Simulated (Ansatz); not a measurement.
C2H6ClNSi, SMILES `C[SiH2]C(=N)Cl`. Charge 0, multiplicity 1.

Z-matrix (Å, degrees):
```
C
Si 1 1.858
H 1 1.092 2 110.4
H 1 1.092 2 110.7 3 -120.3
H 1 1.092 2 110.4 3 119.3
C 2 1.897 1 109.4 3 -59.6
H 2 1.485 1 112.7 3 -177.8
H 2 1.485 1 112.7 3 58.6
Cl 6 1.785 2 113.5 1 -179.9
N 6 1.249 2 123.7 1 0.1
H 10 1.020 6 114.3 2 180.0
```

Q: What are the harmonic wavenumbers in cm⁻¹ at PBE0-D4/def2-TZVP (Ansatz, finite differences of forces, unscaled)? (An estimate is asked.)

A: Ansatz gave: 50, 129, 134, 229, 337, 382, 496, 507, 697, 707, 742, 795, 880, 908, 912, 945, 1182, 1280, 1443, 1446, 1735, 2233, 2236, 3059, 3146, 3151, 3476.

Q: Is this a minimum?

A: Yes, all 27 modes are real.

Q: Give the ideal-gas thermochemistry at 298.15 K and 1 bar (rigid rotor, harmonic oscillator; point group Cs, symmetry number 1).

A: Zero-point energy 198.8 kJ/mol; H(298) − E = 220.5 kJ/mol; entropy 356.8 J/(mol·K), of which translation 167.2, rotation 114.9, vibration 74.7; G(298) − E = 114.2 kJ/mol. Modes under 100 cm⁻¹ are hindered rotations or soft bends, so the harmonic entropy is rough.

Q: Rotational constants (cm⁻¹)?

A: 0.2108, 0.05731, 0.04617.
